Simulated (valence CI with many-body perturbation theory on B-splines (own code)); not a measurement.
E1 line list for Sm XXX

Level of theory: valence CI with perturbative core correlation (CI+MBPT): five valence electrons over a frozen Dirac-Fock core [Ar] 3d10, a basis of 9 s, 9 p, 8 d, 6 f, 3 g, 1 h functions for each j, with the one-electron correlation potential Σ1, the two-electron term Σ2, the three-electron term Σ3, Breit, model QED; selected CI, second order for the rest (own B-spline code, finite nucleus).

No measured spectrum was set against this ion. As an estimate, large intervals hold to a few tenths of a per cent, small ones and those within an open d or f shell to about a per cent. Among the levels kept, up to 260 cm⁻¹ of a level comes from second order outside the variational space, and about a tenth of that is noise between levels of different J, which matters for small intervals.

Lines 1 to 50 of 209 in falling wavelength, among levels below 1797100 cm⁻¹, chosen from the strongest by gf and those to the six lowest levels. Wavelengths and rates use the calculated energies. Electric multipoles are in the length gauge, E1 and E2 with the static RPA response of the core. Weak lines are less certain than strong ones. Lines between different terms over intervals too small for the method are left out, as are lines whose strength nearly cancels. The highest levels of a list are the least certain.

Levels are named by their leading jj configuration (3d3/2^4 stands for four electrons in 3d with j = 3/2), which in mixed levels can hold well under half, so a name can repeat and another be missing. Letters in brackets count levels of one name in rising energy.

| λ vac (nm) | Upper | Lower | A (s⁻¹) | log gf | Branch % |
| --- | --- | --- | --- | --- | --- |
| 48.34 | (4s 4p1/2^2 4p3/2^2) J=5/2 | (4s^2 4p3/2^3) J=3/2 | 1.85e+06 | -3.41 | 0.0 |
| 36.50 | (4s 4p1/2^2 4p3/2^2) J=3/2 | (4s^2 4p3/2^3) J=3/2 | 3.13e+07 | -2.60 | 0.1 |
| 32.83 | (4s 4p1/2^2 4p3/2^2) J=1/2 | (4s^2 4p3/2^3) J=3/2 | 4.53e+07 | -2.83 | 0.1 |
| 28.45 | (4s^2 4p1/2^2 4d3/2) J=3/2 | (4s^2 4p3/2^3) J=3/2 | 9.08e+07 | -2.36 | 0.1 |
| 26.74 | (4s 4p1/2^2 4p3/2 4d3/2) J=5/2 | (4s^2 4p1/2 4p3/2 4d5/2) J=3/2 [a] | 1.88e+08 | -1.92 | 1.2 |
| 25.82 | (4s 4p1/2^2 4p3/2 4d3/2) J=3/2 | (4s^2 4p1/2 4p3/2 4d5/2) J=5/2 [b] | 1.64e+08 | -2.18 | 0.8 |
| 25.76 | (4s 4p1/2^2 4p3/2 4d3/2) J=3/2 | (4s^2 4p1/2 4p3/2 4d3/2) J=1/2 [b] | 3.06e+08 | -1.91 | 1.5 |
| 25.09 | (4s 4p1/2^2 4p3/2 4d3/2) J=7/2 | (4s^2 4p1/2 4p3/2 4d5/2) J=5/2 [b] | 4.05e+08 | -1.51 | 4.9 |
| 24.23 | (4p1/2^2 4p3/2^3) J=3/2 | (4s^2 4p1/2 4p3/2 4d5/2) J=3/2 [a] | 1.48e+08 | -2.28 | 0.2 |
| 24.15 | (4s^2 4p1/2^2 4d5/2) J=5/2 | (4s^2 4p3/2^3) J=3/2 | 1.78e+06 | -4.03 | 0.0 |
| 23.99 | (4s 4p1/2^2 4p3/2 4d3/2) J=5/2 | (4s^2 4p1/2 4p3/2 4d3/2) J=3/2 [b] | 4.34e+08 | -1.65 | 2.7 |
| 23.93 | (4s 4p1/2^2 4p3/2 4d3/2) J=3/2 | (4s^2 4p1/2 4p3/2 4d3/2) J=3/2 [b] | 1.74e+08 | -2.22 | 0.9 |
| 22.86 | (4s 4p1/2^2 4p3/2 4d3/2) J=7/2 | (4s^2 4p1/2 4p3/2 4d5/2) J=5/2 [a] | 1.32e+09 | -1.08 | 16.1 |
| 22.26 | (4s 4p1/2^2 4p3/2 4d3/2) J=7/2 | (4s^2 4p1/2 4p3/2 4d5/2) J=9/2 | 1.60e+08 | -2.02 | 2.0 |
| 21.96 | (4p1/2^2 4p3/2^3) J=3/2 | (4s^2 4p1/2 4p3/2 4d3/2) J=3/2 [b] | 4.60e+08 | -1.88 | 0.5 |
| 21.90 | (4s 4p1/2^2 4p3/2 4d5/2) J=3/2 | (4s^2 4p1/2 4p3/2 4d3/2) J=1/2 [b] | 2.97e+08 | -2.07 | 0.5 |
| 21.86 | (4s 4p1/2^2 4p3/2 4d3/2) J=5/2 | (4s 4p1/2 4p3/2^3) J=3/2 [b] | 5.31e+08 | -1.64 | 3.4 |
| 21.38 | (4s 4p1/2^2 4p3/2 4d5/2) J=5/2 | (4s^2 4p1/2 4p3/2 4d5/2) J=7/2 [b] | 2.83e+08 | -1.93 | 0.3 |
| 20.95 | (4s 4p1/2^2 4p3/2 4d5/2) J=5/2 | (4s^2 4p1/2 4p3/2 4d5/2) J=3/2 [a] | 8.81e+08 | -1.46 | 1.0 |
| 20.64 | (4s 4p1/2^2 4p3/2 4d3/2) J=1/2 | (4s 4p1/2 4p3/2^3) J=1/2 | 1.75e+09 | -1.65 | 14.6 |
| 20.56 | (4s 4p1/2^2 4p3/2 4d5/2) J=3/2 | (4s^2 4p1/2 4p3/2 4d3/2) J=3/2 [b] | 1.00e+09 | -1.60 | 1.6 |
| 20.50 | (4s 4p1/2 4p3/2^3) J=3/2 [a] | (4s^2 4p3/2^3) J=3/2 | 3.05e+08 | -2.11 | 0.7 |
| 20.43 | (4s 4p1/2^2 4p3/2 4d5/2) J=5/2 | (4s^2 4p1/2 4p3/2 4d5/2) J=5/2 [b] | 1.56e+09 | -1.23 | 1.8 |
| 20.32 | (4s 4p1/2^2 4p3/2 4d5/2) J=9/2 | (4s^2 4p1/2 4p3/2 4d5/2) J=9/2 | 2.59e+09 | -0.79 | 32.2 |
| 20.22 | (4s 4p1/2^2 4p3/2 4d5/2) J=3/2 | (4s^2 4p1/2 4p3/2 4d5/2) J=5/2 [a] | 9.17e+08 | -1.65 | 1.5 |
| 20.16 | (4p1/2^2 4p3/2^3) J=3/2 | (4s 4p1/2 4p3/2^3) J=3/2 [b] | 3.25e+09 | -1.10 | 3.5 |
| 19.92 | (4s 4p1/2^2 4p3/2 4d3/2) J=5/2 | (4s^2 4p1/2 4p3/2 4d3/2) J=7/2 | 9.46e+08 | -1.47 | 6.0 |
| 19.61 | (4s 4p1/2^2 4p3/2^2) J=5/2 | (4s^2 4p1/2 4p3/2^2) J=5/2 | 3.12e+09 | -0.97 | 18.4 |
| 19.44 | (4s 4p1/2^2 4p3/2 4d3/2) J=7/2 | (4s^2 4p1/2 4p3/2 4d3/2) J=7/2 | 3.03e+09 | -0.86 | 36.9 |
| 19.23 | (4s 4p1/2^2 4p3/2 4d5/2) J=5/2 | (4s^2 4p1/2 4p3/2 4d3/2) J=3/2 [b] | 1.20e+09 | -1.40 | 1.4 |
| 19.20 | (4p1/2^2 4p3/2^3) J=3/2 | (4s 4p1/2 4p3/2^3) J=1/2 | 1.56e+09 | -1.46 | 1.7 |
| 19.00 | (4s 4p1/2^2 4p3/2 4d3/2) J=5/2 | (4s^2 4p1/2 4p3/2 4d3/2) J=5/2 | 2.98e+09 | -1.01 | 18.9 |
| 18.98 | (4s 4p1/2^2 4p3/2 4d5/2) J=3/2 | (4s 4p1/2 4p3/2^3) J=3/2 [b] | 4.72e+08 | -1.99 | 0.8 |
| 18.97 | (4s 4p1/2^2 4p3/2 4d5/2) J=9/2 | (4s^2 4p1/2 4p3/2 4d5/2) J=7/2 [a] | 5.39e+09 | -0.54 | 66.9 |
| 18.97 | (4s 4p1/2^2 4p3/2 4d3/2) J=3/2 | (4s^2 4p1/2 4p3/2 4d3/2) J=5/2 | 2.24e+09 | -1.32 | 10.9 |
| 18.96 | (4s 4p1/2 4p3/2^3) J=5/2 | (4s^2 4p3/2^3) J=3/2 | 4.39e+09 | -0.85 | 20.8 |
| 18.93 | (4s 4p1/2^2 4p3/2 4d5/2) J=5/2 | (4s^2 4p1/2 4p3/2 4d5/2) J=5/2 [a] | 8.14e+08 | -1.58 | 0.9 |
| 18.69 | (4s 4p1/2^2 4p3/2^2) J=3/2 | (4s^2 4p1/2 4p3/2^2) J=1/2 | 3.10e+06 | -4.19 | 0.0 |
| 18.57 | (4s 4p1/2^2 4p3/2 4d3/2) J=7/2 | (4s^2 4p1/2 4p3/2 4d3/2) J=5/2 | 8.22e+08 | -1.47 | 10.0 |
| 18.41 | (4s 4p1/2^2 4p3/2^2) J=5/2 | (4s^2 4p1/2 4p3/2^2) J=3/2 | 5.66e+09 | -0.76 | 33.4 |
| 18.25 | (4s 4p1/2^2 4p3/2 4d3/2) J=5/2 | (4s^2 4p1/2 4p3/2 4d3/2) J=3/2 [a] | 9.27e+08 | -1.56 | 5.9 |
| 18.25 | (4s 4p1/2^2 4p3/2 4d3/2) J=3/2 | (4s^2 4p1/2 4p3/2 4d3/2) J=1/2 [a] | 1.89e+09 | -1.42 | 9.3 |
| 18.22 | (4s 4p1/2^2 4p3/2 4d3/2) J=3/2 | (4s^2 4p1/2 4p3/2 4d3/2) J=3/2 [a] | 4.42e+09 | -1.06 | 21.6 |
| 18.21 | (4s^2 4p1/2 4p3/2 4d3/2) J=3/2 [a] | (4s^2 4p3/2^3) J=3/2 | 1.53e+09 | -1.52 | 11.2 |
| 18.21 | (4s 4p1/2^2 4p3/2 4d3/2) J=1/2 | (4s^2 4p1/2 4p3/2 4d3/2) J=1/2 [a] | 3.03e+09 | -1.52 | 25.2 |
| 18.18 | (4s^2 4p1/2 4p3/2 4d3/2) J=1/2 [a] | (4s^2 4p3/2^3) J=3/2 | 1.66e+09 | -1.78 | 4.6 |
| 18.18 | (4s 4p1/2^2 4p3/2 4d3/2) J=1/2 | (4s^2 4p1/2 4p3/2 4d3/2) J=3/2 [a] | 1.53e+09 | -1.82 | 12.7 |
| 18.12 | (4s 4p1/2^2 4p3/2 4d5/2) J=3/2 | (4s 4p1/2 4p3/2^3) J=1/2 | 3.39e+08 | -2.18 | 0.5 |
| 17.84 | (4s 4p1/2^2 4p3/2 4d5/2) J=5/2 | (4s 4p1/2 4p3/2^3) J=3/2 [b] | 3.65e+08 | -1.98 | 0.4 |
| 17.68 | (4s 4p1/2^2 4p3/2^2) J=1/2 | (4s^2 4p1/2 4p3/2^2) J=1/2 | 1.11e+10 | -0.98 | 15.5 |
